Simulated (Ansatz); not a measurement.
Frontier orbitals of `[I][GeH2][I]`.

```xyz
5

I     0.5669   -2.2244   -0.6194
Ge    0.0261    0.0709    0.2234
I    -0.8313    1.5069   -1.6404
H     1.3155    0.7005    0.7584
H    -1.0772   -0.0540    1.2780
```

The species carries charge 0 and has multiplicity 1. Correlated methods include outer-core shells of Ge, I, which these sets cover unevenly. Scalar relativity is left out up to krypton. I: def2 effective core potential. The geometry is a stationary point of PBE0-D4/def2-TZVP. Basis def2-TZVPP, Ansatz 0.2.0.

Orbital energies of one run (eV). Highest occupied ones, from the top: -6.72, -6.80, -6.91, -7.08, -8.89, -9.10, -9.65, -14.07, -17.69, -18.28, -31.28, -31.32, -31.33, -31.41. Empty: -2.94, -1.78, -0.56, -0.05, 2.38, 2.55.

Which functional gave them?
A. ωB97X-V
B. ωB97M-V
C. LDA (SPW92)
D. B3LYP

C. HOMO energies: LDA (SPW92) -6.72, B3LYP -7.42, ωB97M-V -9.74, ωB97X-V -9.87 eV.

B3LYP here is the variant with VWN-RPA as its local correlation; programs differ in this.
